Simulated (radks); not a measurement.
The numbers below are computed, except where a source is named.
Valence configurations of Tm IV (all share [Xe]). Code: a radial shooting solver on a logarithmic mesh with Libxc functionals. Model: scalar-relativistic Kohn-Sham, r2SCAN, spin-polarised, spherical densities, finite nucleus; open shells are filled with parallel spins first (spin-orbit coupling, left out, can overturn this in heavy ions); meta-GGA in the generalised Kohn-Sham scheme; Fermi nuclear charge, rms radius 5.2256 fm. Order these by energy: 4f11.5 6p0.5; 4f10.5 5d1.5; 4f10 5d1 6p1; 4f10.5 5d0.5 6s1; 4f11 6p1; 4f11 6s1; 4f12; 4f11 5d1; 4f10 5d2; 4f11.5 5d0.5.

Answer. From the lowest, in eV above it: 4f12 0.000; 4f11.5 5d0.5 5.436; 4f11.5 6p0.5 9.478; 4f11 5d1 11.887; 4f11 6s1 14.393; 4f10.5 5d1.5 19.463; 4f11 6p1 20.882; 4f10.5 5d0.5 6s1 22.643; 4f10 5d2 28.246; 4f10 5d1 6p1 39.074. NIST lists [Xe] 4f12 as the ground configuration; this level of theory agrees among the configurations tried. The energies are those of spherical high-spin densities, not of single terms.
